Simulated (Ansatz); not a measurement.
H$_{4}$OS$_{3}$Zr, SMILES `[OH][Zr]([SH])([SH])[SH]`. Charge 0, multiplicity 1. Zr: def2 effective core potential. Geometry: relaxed with PBE0-D4/def2-TZVP. It is one conformer, not always the lowest.

```xyz
9

O    -1.479   -1.148    0.367
Zr    0.091   -0.114    0.142
S     0.533    1.429    1.977
S     2.013   -1.605    0.024
S    -0.079    1.271   -1.866
H    -2.284   -1.548    0.688
H    -0.663    2.022    1.786
H     2.705   -0.652   -0.634
H    -0.838    0.344   -2.483
```

Q: What is the dipole moment at B3LYP/def2-TZVPP? (An estimate is asked.)

A: The calculation gave: 2.96 D, with components (-2.76, -1.09, 0.00) D in this frame, pointing from negative to positive charge.

Q: And with PBE, r2SCAN, ωB97M-V? (An estimate is asked.)

A: The calculation gave: PBE 2.95 D, r2SCAN 3.04 D, ωB97M-V 3.07 D.

Q: Give the Mulliken charges with B3LYP, ωB97M-V, r2SCAN in def2-TZVPP. (Best estimate.)

A: Computed: 
```csv
atom,B3LYP,ωB97M-V,r2SCAN
O1,-0.48,-0.45,-0.50
Zr2,0.93,0.78,0.94
S3,-0.32,-0.29,-0.33
S4,-0.33,-0.30,-0.34
S5,-0.33,-0.30,-0.34
H6,0.19,0.18,0.21
H7,0.11,0.13,0.12
H8,0.12,0.13,0.13
H9,0.11,0.13,0.12
```

B3LYP here is the variant with VWN-RPA as its local correlation; programs differ in this.
